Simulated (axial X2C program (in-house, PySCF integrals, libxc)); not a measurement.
**Potential curves of InO, with spin–orbit coupling**

All values were computed with an in-house all-electron X2C program for linear molecules (integrals from PySCF). Two-component (2c) means X2C with spin–orbit coupling and atomic mean-field two-electron Coulomb and Gaunt terms. Basis: In dyall-cv3z [11s12p9d4f1g], O dyall-av3z [7s6p3d2f] (cores contracted in-house); Gaussian nuclei, density fitting, unrestricted open shells. Masses: In 114.904 u, O 15.995 u.

State: Ω = 1/2 (⟨Sz⟩ = 0.50, ⟨Lz⟩ = 0.00 at PBE0). Energies in eV from the lowest point of each curve. Fits are polynomials in 1 − R0/R over 0.85 to 1.23 times the lowest point R0.

```
 R (Å)    PBE0    TPSS
1.6808  0.8689  0.9032
1.7581  0.3376  0.3487
1.8161  0.1241  0.1254
1.8740  0.0221  0.0200
1.9320  0.0000  0.0000
1.9996  0.0450  0.0523
2.0672  0.1415  0.1589
2.1542  0.3130  0.3443
2.2604  0.5621  0.6073
2.4150  0.9528  1.0077
```

One determinant describes the state; a PBE0 search over occupations chose it and may have missed a lower one. Density functionals use the spin component along the axis (collinear). Other states lie close and PBE0, whose exact exchange favours high spin, may order them wrongly; the determinant shown need not be the ground state. The nearest other 2c determinant of the search, Ω = 3/2, lies 0.32 eV up at the distance of the search.

**Question.** What are Re and ωe at the PBE0 level?

**Answer.** At PBE0, 2c: Re = 1.922 Å, ωe ≈ 587 cm⁻¹; Be follows as 0.325 cm⁻¹.

**Question.** Fit the TPSS curve near its minimum: give the equilibrium distance and the harmonic wavenumber.

**Answer.** At TPSS, 2c: Re = 1.919 Å, ωe ≈ 614 cm⁻¹; Be follows as 0.326 cm⁻¹.
